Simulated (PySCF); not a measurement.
Numbering as in the mapped SMILES `[O:1]=[C:2]([F:3])[c:4]1[cH:5][cH:6][c:7]([Cl:8])[cH:9][cH:10]1` (H(Xn): hydrogen on atom n).

- PBE0-D3(BJ)/def2-SVP structure
- GIAO HF/pcSseg-1 shieldings
- program: PySCF
- averaged over atoms made equivalent by symmetry, fast rotation or ring inversion, non-relativistic Hamiltonian, in vacuum, one computed conformer

Shifts are taken against calculated references (same method and geometry level): 13C, 1H against TMS; 17O against H2O; 19F vs CFCl3; 35Cl against HCl.

```
       atoms  nucleus  count  δ (ppm)
          O1      17O      1    417.0
 H(C6)/H(C9)       1H      2     7.70
          F3      19F      1        ?
          C2      13C      1    162.8
H(C5)/H(C10)       1H      2     8.54
          C7      13C      1        ?
         Cl8     35Cl      1      181
      C5/C10      13C      2    143.9
          C4      13C      1        ?
       C6/C9      13C      2    134.6
```

Estimate the values marked ?.

## Answers


- C7: 156.3 ppm, aromatic carbon bearing chlorine
- C4: 126.7 ppm, substituted aromatic carbon
- F3: 28.5 ppm, fluorine bonded to C

Carbons that carry Cl, above all several Cl atoms, come out too deshielded, partly because spin–orbit coupling is missing. Shifts are as computed. Against solution values, carbons near 30 ppm lie about -0 ppm off and those near 130 ppm about +7 ppm. Of 1211 compounds with measured shifts, 218 miss one by over three times the rms of a fit or turn the order of signals round; such compounds aren't used in these exercises. Unscaled 19F shifts against computed CFCl3 carry errors that often reach 10 to 50 ppm. Unscaled 17O shifts of doubly bonded oxygen tend to come out too high, by tens of ppm or more. Experimental scales use liquid or dissolved standards, which lie at an offset from isolated H2O (liquid H2O: subtract about 36 ppm).
